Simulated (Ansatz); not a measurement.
Born–Oppenheimer molecular dynamics of CH₄BClO (8 atoms, charge 0, multiplicity 1). It starts from a relaxed structure.

The calculation used RKS PBE-D4/def2-SVP (Ansatz).

```yaml
ensemble: NVT, Langevin thermostat
time_step: 0.25 fs
steps_asked: 300
set_temperature: 700 K
friction: 0.02 /fs
seed: 945293
```

First frame:

```xyz
8
Properties=species:S:1:pos:R:3
B 0.024 -0.096 -0.024
C -0.019 -0.048 1.551
H -1.002 -0.322 1.986
H 0.752 -0.718 1.984
H 0.237 0.975 1.903
Cl 1.561 0.206 -0.878
O -1.042 -0.345 -0.830
H -1.853 -0.500 -0.312
```

(1) How far do the bonds stretch over the last three quarters of this one trajectory? (Pairs bonded in most of those frames.)

Answers

(1) 
```
  bond  mean (Å)  spread (Å)  shortest  longest
 B1–C2     1.589       0.056      1.49     1.68
B1–Cl6     1.787       0.051      1.72     1.89
 B1–O7     1.367       0.034      1.32     1.44
 C2–H3     1.110       0.042      1.05     1.19
 C2–H4     1.119       0.044      1.04     1.19
 C2–H5     1.115       0.032      1.06     1.17
 O7–H8     0.974       0.013      0.95     1.00
```

Mean temperature of the second half: 515 K. The mean temperature of the second half is 26 % below the set value. A run of 0.075 ps of so small a system gives no equilibrium averages.

Time of the run: 11 min on 1 thread of Arm Neoverse V1, on a shared host, peak memory 0.14 GiB.
